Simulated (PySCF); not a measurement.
## Si⁺ (silicon, charge +1) across methods

[Ne] 3s1 3p1 3d1, one real determinant (an excited configuration). Calculation: PySCF 2.14, in dyall-av2z; no relativity, point nucleus.

| method | E (hartree) | mean ε 3s α (eV) | mean ε 3p α (eV) | mean ε 3d α (eV) | Σ⟨r²⟩ (bohr²) | ⟨S²⟩ |
| --- | --- | --- | --- | --- | --- | --- |
| BP86 | -288.5665 | -22.776 | -15.100 | -5.850 | 28.39 | 3.750 |
| LDA | -287.3752 | -22.805 | -15.011 | -5.636 | 28.48 | 3.750 |
| UHF | -288.05455 | -28.232 | -19.706 | -7.151 | 29.73 | 3.750 |
| PBE | -288.3962 | -22.673 | -15.032 | -5.770 | 28.27 | 3.750 |
| B3LYP | -288.5513 | -23.822 | -15.932 | -6.031 | 28.61 | 3.750 |
| r2SCAN | -288.5136 | -23.093 | -15.367 | -5.709 | 28.47 | 3.750 |
| PW91 | -288.5249 | -22.737 | -15.083 | -5.785 | 28.22 | 3.750 |
| wB97X-V | -288.4723 | -26.565 | -18.524 | -7.584 | 28.59 | 3.750 |
| PBE0 | -288.4153 | -24.179 | -16.288 | -6.217 | 28.56 | 3.750 |

⟨L²⟩ = 8.00 against 12 for a pure F term, so this real determinant mixes terms. The outer electron is Rydberg-like, and this basis confines it to a smaller radius and binds it less than a complete one would.
